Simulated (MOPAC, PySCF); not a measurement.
Stepwise substitution at one centre (Sn F-OCH3). Gas-phase values, no solvent. One relaxed conformer stands for each flexible species; it need not be the lowest. Strings in code marks are SMILES.

Quantity: redistribution energy (mixed species minus the weighted end members), in kcal/mol. Semi-empirical values (MOPAC) are differences of heats of formation.

Level 1: B3LYP/6-31G* (LANL2DZ on Sn) // PBE0-D3(BJ)/def2-SVP (PySCF)
Level 2: B3LYP/LANL2DZ // PBE0-D3(BJ)/def2-SVP (PySCF)
Level 3: PM6 // PBE0-D3(BJ)/def2-SVP (MOPAC)
Level 4: PM7 // PBE0-D3(BJ)/def2-SVP (MOPAC)

```csv
species,level 1,level 2,level 3,level 4
3 of 4 F replaced by OCH3: `C[O][Sn]([F])([O]C)[O]C`,?,-3.15,-2.85,-2.90
"2 of 4 F replaced by OCH3: `C[O][Sn]([F])([F])[O]C` (C–O–Sn–F torsion 56°, F–Sn–O–C torsion -58°)",-2.45,?,-3.43,-3.50
1 of 4 F replaced by OCH3: `[F][Sn]([O]C)([F])[F]`,-2.07,-3.77,?,-2.48
```

### Question
Complete the blanks.

### Answer

- 3 of 4 F replaced by OCH3: `C[O][Sn]([F])([O]C)[O]C`, level 1: -1.60
- 2 of 4 F replaced by OCH3: `C[O][Sn]([F])([F])[O]C` (C–O–Sn–F torsion 56°, F–Sn–O–C torsion -58°), level 2: -4.28
- 1 of 4 F replaced by OCH3: `[F][Sn]([O]C)([F])[F]`, level 3: -2.08
